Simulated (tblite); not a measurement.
Species: C7H10N (doublet state).
Cartesian coordinates in Å at the GFN2-xTB level; atoms count from 1:
```
atom  x, y, z in Å
C1     0.4489   -0.6292   -1.6180
C2    -0.0392   -0.4656   -0.4164
C3    -1.2243   -1.3193    0.0502
N4    -2.4177   -0.5009    0.2042
C5     0.5008    0.5139    0.5440
C6    -0.1284    0.8078    1.6877
C7     1.7624    1.1824    0.2256
C8     2.4155    1.0499   -0.9171
H9     0.2116   -1.2773   -2.4346
H10   -1.3555   -2.1438   -0.6701
H11   -0.9810   -1.7551    1.0242
H12   -3.2075   -1.0820    0.4668
H13   -2.6437   -0.0461   -0.6744
H14    0.2844    1.5250    2.3784
H15   -1.0791    0.3805    1.9468
H16    2.1417    1.8291    1.0083
H17    1.9660    0.3821   -1.6679
H18    3.3364    1.5549   -1.1493
```

Calculated harmonic vibrations of the isolated species, GFN2-xTB (tblite), most abundant isotopes, no scaling. This tight-binding method is rough: wavenumbers can miss measured ones by several per cent, in bad cases by 10 to 20. One conformer, not necessarily the lowest. Open shells enter through the occupations alone, without spin polarisation, and single modes of such species can be off by tens of per cent.

Harmonic wavenumbers (cm⁻¹): 46.5, 104.2, 157.0, 203.9, 220.6, 250.8, 317.4, 374.7, 418.5, 448.8, 513.2, 562.3, 642.3, 726.6, 734.9, 748.8, 803.0, 868.4, 883.8, 886.1, 896.0, 974.9, 993.9, 999.0, 1076.0, 1104.7, 1112.6, 1249.5, 1255.6, 1278.3, 1319.7, 1336.6, 1408.4, 1481.2, 1553.0, 1636.1, 1666.4, 1674.2, 2721.2, 2826.4, 2941.8, 3029.5, 3099.6, 3116.3, 3145.0, 3159.2, 3376.9, 3409.7.

A = 3625, B = 1560, C = 1158 MHz; mass 108.081 u (most abundant isotopes); point group C1, symmetry number 1; spin multiplicity 2.

Q: Zero-point energy?

A: ½Σν̃ = 31877 cm⁻¹ = 91.14 kcal/mol.

Q: Give the ideal-gas entropy at 400 K and 1 bar in the rigid-rotor, harmonic-oscillator model (classical rotation).

A: Translation 41.44, rotation 29.16, vibration 34.39, spin (R ln 2) 1.38: S = 106.4 cal/(mol K).

Q: And Cp and H(400 K) − H(0)?

A: Cp = 46.25 cal/(mol K), of which vibrations give 38.31 (their classical limit is 48 R = 95.4); H(400 K) − H(0) = 10.66 kcal/mol without the zero-point energy, 7.48 from vibrations.

Q: What must be added to the electronic energy to get the Gibbs energy at 400 K and 1 bar?

A: ZPE + [H(400 K) − H(0)] − T·S = 91.14 + 10.66 − 42.55 = 59.25 kcal/mol.

Q: Blend soft modes into free rotors: weight 1/[1 + (100 cm⁻¹/ν̃)⁴] for the oscillator and the rest for a rotor with moment μB/(μ + B), μ = h/(8π²ν), B = 10⁻⁴⁴ kg m². What vibrational entropy results?

A: 32.37 cal/(mol K) in place of 34.39, which changes −T·S at 400 K by +0.81 kcal/mol.

Q: Which modes carry the vibrational entropy at 400 K?

A: 46.5 cm⁻¹: 5.54; 104.2 cm⁻¹: 3.95; 157.0 cm⁻¹: 3.15; 203.9 cm⁻¹: 2.65; 220.6 cm⁻¹: 2.50; 250.8 cm⁻¹: 2.26 cal/(mol K); the other 42 give 14.35 together.

Hindered rotation and anharmonicity are outside this model. Other conformers, if any are populated, would add a mixing term that is left out. The structure is chiral; the term R ln 2 for an equal mix with its mirror image is left out.

The run took 2.0 s of wall time on AMD EPYC, one thread, no GPU (shared host). This covers the Hessian and the dipole derivatives.
